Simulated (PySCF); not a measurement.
OSr, SMILES [O]=[Sr]. Geometry: PBE-D3(BJ)/def2-TZVPD. The def2 effective core potentials stand for the cores of Sr; spin–orbit coupling is left out.

All values below come from PBE-D3(BJ)/def2-TZVPD (PySCF).

Harmonic wavenumbers (cm⁻¹): 649. Rotational constants (GHz): 9.887 (linear); symmetry number 1.

**Question.** Work out the zero-point energy and the ideal-gas rigid-rotor harmonic-oscillator thermochemistry at 298.15 K and 1 atm.

**Answer.** ZPE = ½ Σ hcν = ½ × 649 cm⁻¹ = 3.88 kJ/mol. H − E(el) = 12.91 kJ/mol. Entropy in J/(mol K): translation 166.62, rotation 61.89, vibration 1.56, total 230.07. G − E(el) = -55.68 kJ/mol. Cp = 32.99 J/(mol K).
